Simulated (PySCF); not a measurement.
## Working out the ionisation energy of Nb²⁺

Nb²⁺ [Kr] 4d3 (4F) → Nb³⁺ [Kr] 4d2 (3F). All numbers are calculated (PySCF 2.14, scalar relativity through the core potential, in def2-QZVPPD with the def2 core potential (28 electrons)). Frozen: 4s2 4p6. Energies in hartree (1 hartree = 27.21139 eV):

| part | Nb²⁺ (lower) | Nb³⁺ (upper) |
| --- | --- | --- |
| UHF | -55.629623 | -54.739154 |
| CCSD correlation | -0.019316 | -0.004860 |
| (T) | -0.000106 | 0.000000 |

**Question.** What does Hartree-Fock give?

**Answer.** (-54.739154) − (-55.629623) = 0.890469 hartree = 24.231 eV.

**Question.** What do CCSD and CCSD(T) give?

**Answer.** The CCSD correlation energies differ by 0.014456 hartree = 0.393 eV and the triples by 0.000106 hartree = 0.003 eV, so CCSD gives 24.624 eV and CCSD(T) 24.627 eV.

Reference: 25.04 eV (semi-empirical (NIST evaluation); NIST Atomic Spectra Database, ionization energies), between the lowest levels; spin-orbit coupling is absent from the calculation.

What remains against the reference includes basis incompleteness, the frozen core and higher excitations.
